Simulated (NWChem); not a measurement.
Molecule: MnHOCl, sextet; SMILES [OH][Mn][Cl]

```xyz
4

Mn     0.0183    -0.4000     0.0000
Cl    -0.0182     1.7867     0.0000
O     -0.0929    -2.1875     0.0000
H      0.5951    -2.8727     0.0000
```
Atoms are numbered in this order, from 1.

All runs: NWChem. Spin-unrestricted. All runs use the structure optimised with PBE-D3(BJ)/def2-SVP, spin-unrestricted. This spin state was assumed; another may lie lower. No stability test was run on the SCF state.

**Question.** Estimate the computed values for PBE/def2-TZVP. Quantities: highest occupied level (eV); lowest empty minus highest occupied level, either spin (eV); dipole (D); <S²>.

**Answer.** 
```json
{
 "highest occupied level (eV)": "-5.97",
 "lowest empty minus highest occupied level, either spin (eV)": "2.13",
 "dipole (D)": "2.60",
 "<S²>": "8.76"
}
```
